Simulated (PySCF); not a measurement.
CH7ClOSi3, SMILES [Si@H]1(O)[SiH2]C[Si@@H]1Cl. Atoms are numbered in the order given.

```xyz
13

O      2.5811    -0.5223     0.9725
Si     1.4639    -0.0189    -0.1804
Si    -0.1227    -1.7001    -0.7648
C     -1.2220    -1.0777     0.6848
Si    -0.5440     0.6900     0.8207
Cl    -1.4944     1.8453    -0.6551
H      3.2845    -1.1088     0.6675
H      2.1004     0.8291    -1.2331
H      0.2724    -3.1361    -0.6415
H     -0.7816    -1.4884    -2.0858
H     -0.9253    -1.6278     1.5971
H     -2.3116    -1.1725     0.5610
H     -0.7128     1.3869     2.1270
```

Geometry optimised at B3LYP-D3(BJ)/def2-SVP. The structure was generated by enumeration; whether it is a known compound was not checked. Other conformers were not sampled.

These are B3LYP-D3(BJ)/def2-SVP (PySCF) values and carry that method's errors.

Frequencies are harmonic and unscaled.

**Question.** Give all harmonic wavenumbers and intensities. (The exact figures need the calculation; the answer reports its results.)

**Answer.** 
| mode | ν (cm⁻¹) | IR (km/mol) | moving atoms (share of kinetic energy) |
|---|---|---|---|
| 1 | 65 | 0.4 | Si 37 %, Cl 34 %, H 13 %, O 9 % |
| 2 | 76 | 0.9 | O 26 %, Cl 26 %, Si 25 %, H 16 % |
| 3 | 141 | 13.7 | H 43 %, Si 31 %, O 24 % |
| 4 | 167 | 0.2 | O 26 %, Cl 20 %, Si 20 %, H 17 %, C 17 % |
| 5 | 202 | 1.0 | H 29 %, Si 25 %, O 18 %, Cl 17 %, C 11 % |
| 6 | 219 | 111.9 | H 72 %, O 22 % |
| 7 | 338 | 5.9 | Si 69 %, H 19 %, C 10 % |
| 8 | 384 | 3.8 | Si 73 %, H 24 % |
| 9 | 435 | 1.8 | Si 58 %, H 39 % |
| 10 | 457 | 7.9 | Si 58 %, H 37 % |
| 11 | 498 | 39.0 | Si 37 %, Cl 34 %, H 20 %, C 9 % |
| 12 | 562 | 34.9 | H 62 %, Si 22 % |
| 13 | 581 | 18.8 | H 70 %, Si 21 %, C 9 % |
| 14 | 637 | 12.6 | H 56 %, C 30 %, Si 13 % |
| 15 | 664 | 67.0 | H 48 %, C 28 %, Si 23 % |
| 16 | 685 | 1.0 | H 75 %, C 18 % |
| 17 | 700 | 23.2 | H 81 %, C 13 % |
| 18 | 768 | 392.8 | H 77 %, Si 9 % |
| 19 | 793 | 103.9 | H 74 %, Si 12 %, C 8 % |
| 20 | 811 | 26.0 | H 56 %, O 33 %, Si 9 % |
| 21 | 829 | 152.7 | H 66 %, Si 16 %, C 13 % |
| 22 | 901 | 25.2 | H 47 %, Si 31 %, O 21 % |
| 23 | 934 | 99.0 | H 94 % |
| 24 | 955 | 4.9 | H 95 % |
| 25 | 1007 | 32.6 | H 69 %, C 30 % |
| 26 | 1364 | 9.5 | H 91 %, C 9 % |
| 27 | 2191 | 157.4 | H 97 % |
| 28 | 2198 | 150.8 | H 97 % |
| 29 | 2215 | 143.4 | H 96 % |
| 30 | 2221 | 70.7 | H 96 % |
| 31 | 3035 | 1.2 | H 94 % |
| 32 | 3123 | 0.2 | H 91 %, C 9 % |
| 33 | 3853 | 102.5 | H 94 % |
